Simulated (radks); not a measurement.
Results of a calculation; reference values are marked as such.
Problem. Ca2+, 18 electrons, occupied as [Ar] (the NIST ground configuration). Code: a radial shooting solver on a logarithmic mesh with Libxc functionals. Model: scalar-relativistic Kohn-Sham, BLYP, spin-polarised, spherical densities, finite nucleus; Fermi nuclear charge, rms radius 3.4776 fm. Some entries of the table are withheld. Estimate them.

orbital  occ.  eigenvalue (eV)  <1/r> (bohr^-1)
1s          2              (1)            19.74
2s          2              (2)              (3)
2p          6        -350.3848            3.950
3s          2              (4)            1.215
3p          6         -42.9083              (5)

Solution. 
(1) 1s eigenvalue (eV): -3966.793
(2) 2s eigenvalue (eV): -429.8027
(3) 2s <1/r> (bohr^-1): 4.045
(4) 3s eigenvalue (eV): -62.0271
(5) 3p <1/r> (bohr^-1): 1.086
